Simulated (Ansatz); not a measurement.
CH5Si, doublet, geometry from GFN2-xTB. Base run: HF/def2-SVP in Ansatz (a quantum-chemistry and plane-wave program).

Here is a job for Ansatz.
Ansatz 0.2 input:
```yaml
crystal:
  periodic: [false, false, false]
  atoms:
    - {symbol: C, position_ang: [-0.00961888, 0.08558394, -1.20792711]}
    - {symbol: Si, position_ang: [0.00693370, 0.02337297, 0.68442733]}
    - {symbol: H, position_ang: [-0.03432110, -0.91899655, -1.62856536]}
    - {symbol: H, position_ang: [-0.87992760, 0.61839322, -1.58117006]}
    - {symbol: H, position_ang: [0.87474746, 0.58217174, -1.59770913]}
    - {symbol: H, position_ang: [-1.21559465, -0.53605201, 1.24797082]}
    - {symbol: H, position_ang: [1.21573735, -0.58624162, 1.22505378]}
basis:
  gaussian:
    orbitals: def2-SVP
hamiltonian:
  xc: hf
magnetization: {spin_polarized: true, initial_magnetization: 1}
```

The base run was repeated with changes; each row names its change, and settings that it needs were set with it.

```
change                                       E (Eh)  SCF-reference <S^2>
---------------------------------------  ----------  -------------------
base                                     -329.55060                0.754
functional = hse06                       -330.24536                0.752
functional = pbe                         -330.21134                0.752
functional = B97M-V                      -330.34957                0.753
functional = b3lyp5                      -330.36111                0.752
functional = r2scan                      -330.37621                0.754
functional = B2PLYP                      -330.24530                0.752
functional = wB97X                       -330.41041                0.752
functional = BHLYP                       -330.40216                0.752
functional = B2GP-PLYP                   -330.19164                0.753
functional = pbe0; dispersion = d3bjatm  -330.25819                0.752
functional = lc_wpbe                     -330.31595                0.753
functional = wB97X-V                     -330.36713                0.751
```

Absolute energies of different levels of theory aren't comparable as measures of quality.
